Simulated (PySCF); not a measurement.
Compound: C₇H₁₁N₃.
Atom-mapped SMILES: `[CH3:1][C:2]([CH3:3])([CH3:4])[c:5]1[cH:6][cH:7][n:8][n:9][n:10]1`

Definitions: NICS(0) = −σiso at the ring centroid; NICS(1) = −σiso and NICS(1)zz = −σzz at ±1 Å along the ring normal z. Level: GIAO B3LYP/pcSseg-1 (PySCF, non-relativistic, gas phase) on the PBE0-D3(BJ)/def2-SVP geometry, one conformer.

Ring bond lengths (Å): C5–C6 1.391, C6–C7 1.387, C7–N8 1.330, N8–N9 1.311, N9–N10 1.303, N10–C5 1.342.

**Question.** Give the NICS values of each ring in ppm.

**Answer.** 
| ring | type | NICS(0) | NICS(1), two faces | NICS(1)zz, two faces | rms pucker (Å) | centre to ring atoms, mean (Å) |
| --- | --- | --- | --- | --- | --- | --- |
| C5–C6–C7–N8–N9–N10 | 6-membered ring with 3 N; formal bonds all aromatic | -4.3 | -11.4 / -11.4 | -26.8 / -26.8 | 0.00 | 1.34 |

**Question.** What can be read from them?

**Answer.** 
- C5–C6–C7–N8–N9–N10: mean NICS(1)zz -26.8 ppm, shielded. The ring is flat and has no four-coordinate atom; by the NICS criterion it is aromatic. NICS(0) lies 7 ppm above the mean NICS(1).

**Question.** What does the geometric index give? HOMA = 1 − mean of α(R − Ropt)² over the ring bonds, with Krygowski's 1993 parameters (CC: Ropt 1.388 Å, α 257.7 Å⁻²; CN: Ropt 1.334 Å, α 93.52 Å⁻²; NN: Ropt 1.309 Å, α 130.33 Å⁻²).

**Answer.** 
- C5–C6–C7–N8–N9–N10: HOMA 1.00; the largest term is that of N10–C5, α(R − Ropt)² = 0.01. The geometric and the magnetic index point the same way.

**Question.** How shielded are the nuclei of the rings and their hydrogens (means over atoms taken as equivalent)?

**Answer.** 
```csv
atoms,environment,σ isotropic (ppm),"principal values of the symmetric part, first atom (ppm)"
C5,substituted aromatic carbon,3.7,"-112.6, -27.7, 151.4"
C6,aromatic CH carbon,63.7,"-48.8, 59.9, 180.1"
C7,aromatic CH next to a ring nitrogen,26.0,"-102.6, 35.4, 145.3"
N8,pyridine-type nitrogen,-180.8,"-527.0, -258.6, 243.1"
N9,pyridine-type nitrogen,-284.9,"-758.9, -279.0, 183.1"
N10,pyridine-type nitrogen,-192.7,"-553.9, -251.8, 227.7"
H on C6,aromatic hydrogen,24.54,"20.1, 21.7, 31.7"
H on C7,aromatic hydrogen,22.63,"19.2, 19.9, 28.8"
```

**Question.** How do the values depend on the level or the medium?

**Answer.** 
| level | NICS(0), C5–C6–C7–N8–N9–N10 | mean NICS(1)zz, C5–C6–C7–N8–N9–N10 |
| --- | --- | --- |
| B3LYP/pcSseg-1, gas | -4.3 | -26.8 |
| PBE0/pcSseg-1, gas | -4.4 | -27.2 |
| PBE0/pcSseg-1, IEF-PCM acetone | -4.3 | -26.9 |
| PBE0/pcSseg-1, IEF-PCM benzene | -4.3 | -27.0 |

The geometry is the same throughout; the continuum's cavity takes Bondi-type radii × 1.2.

Shape of the structure used: `[CH3:1][C:2]([CH3:3])([CH3:4])[c:5]1[cH:6][cH:7][n:8][n:9][n:10]1`: C1–C2–C5–C6 121°.
